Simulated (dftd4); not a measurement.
C2H3N, triplet, geometry from GFN2-xTB (a higher spin typed on purpose: for a closed-shell molecule this is an excited state); D4 for hf in dftd4.

dftd4 was given this input:
```
$ dftd4 mol.xyz --func hf --charge 0 --json dftd4.json --noedisp --grad

# file mol.xyz
6

C     -1.07799219     0.02838501     0.00627118
C      0.34217185    -0.47008600     0.13522217
N      1.23983392     0.32551057    -0.11379751
H     -1.55551587    -0.60779227    -0.73783391
H     -1.53194100    -0.09395255     0.98882234
H     -1.17645856     1.07337678    -0.30336599
```

Q: Write the output that dftd4 gives for this input, abridged.

A: 
```
                    ____  _____ _____     ____  _  _
      -------------|  _ \|  ___|_   _|---|  _ \| || |------------
     |             | | | | |_    | | ___ | | | | || |_           |
     |             | |_| |  _|   | ||___|| |_| |__   _|          |
     |             |____/|_|     |_|     |____/   |_|            |
     |             ===================================           |
     |            E. Caldeweyher, S. Ehlert & S. Grimme          |
     |          Mulliken Center for Theoretical Chemistry        |
     |                    University of Bonn                     |
      -----------------------------------------------------------

Rational (Becke-Johnson) damping: hf-D4-ATM
---------------------
  s6         1.0000
  s8         1.6168
  s9         1.0000
  a1         0.4496
  a2         3.3574
 alp        16.0000
--------------------

Dispersion energy:      -1.0328613533694E-02 Eh

Gradient norm:           1.2428543469249E-03 Eh/a0
--------------------------------------------------
     #    Z           dE/dx      dE/dy      dE/dz
--------------------------------------------------
     1    6 C    -5.684E-04 -1.480E-05  1.216E-05
     2    6 C     2.930E-04 -1.325E-04  3.543E-05
     3    7 N     9.445E-04  9.700E-05 -4.176E-05
     4    1 H    -2.250E-04 -8.952E-05 -9.878E-05
     5    1 H    -2.217E-04 -1.928E-05  1.373E-04
     6    1 H    -2.224E-04  1.591E-04 -4.431E-05
--------------------------------------------------

Virial:
--------------------------------------------------
      component           x          y          z
--------------------------------------------------
          x       5.358E-03  1.370E-04 -1.082E-04
          y       1.370E-04  6.056E-04 -5.731E-05
          z      -1.082E-04 -5.731E-05  4.378E-04
--------------------------------------------------

[Info] Dispersion results written to 'dftd4.txt'
[Info] JSON dump of results written to 'dftd4.json'
```
